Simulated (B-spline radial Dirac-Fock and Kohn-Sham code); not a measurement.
**Scattering functions of Er**

System: atomic erbium, configuration [Xe] 4f11 5d1 6s2 (not the ground configuration).

These are calculated numbers from a radial finite-basis atomic code; the model is configuration-average Dirac-Fock orbitals. f₀ is the Fourier transform of the spherical electron density, S the Waller-Hartree incoherent function, and s = sin θ/λ.

| s (Å⁻¹) | f₀ | S |
| --- | --- | --- |
| 0 | 68.000 | 0.000 |
| 0.05 | 66.645 | 1.845 |
| 0.1 | 63.630 | 4.742 |
| 0.15 | 60.264 | 7.364 |
| 0.2 | 56.865 | 9.961 |
| 0.25 | 53.453 | 12.425 |
| 0.3 | 50.104 | 14.729 |
| 0.35 | 46.917 | 16.906 |
| 0.4 | 43.955 | 18.953 |
| 0.45 | 41.239 | 20.850 |
| 0.5 | 38.758 | 22.590 |
| 0.6 | 34.402 | 25.676 |
| 0.7 | 30.696 | 28.405 |
| 0.8 | 27.525 | 30.899 |
| 0.9 | 24.836 | 33.205 |
| 1 | 22.590 | 35.350 |
| 1.1 | 20.743 | 37.360 |
| 1.2 | 19.238 | 39.248 |
| 1.4 | 16.984 | 42.657 |
| 1.6 | 15.330 | 45.539 |
| 1.8 | 13.932 | 47.908 |
| 2 | 12.625 | 49.849 |
| 2.5 | 9.632 | 53.481 |
| 3 | 7.379 | 56.106 |
| 3.5 | 5.983 | 58.135 |
| 4 | 5.172 | 59.746 |
| 5 | 4.213 | 62.108 |
| 6 | 3.411 | 63.698 |

f₀ starts at the number of electrons, 68, and has fallen to half at s ≈ 0.61 Å⁻¹. The sum of ⟨r²⟩ over the electrons is 80.58 bohr². It fixes the forward electron scattering factor, f_e(0) = (a₀/3)Σ⟨r²⟩ = 14.213 Å.
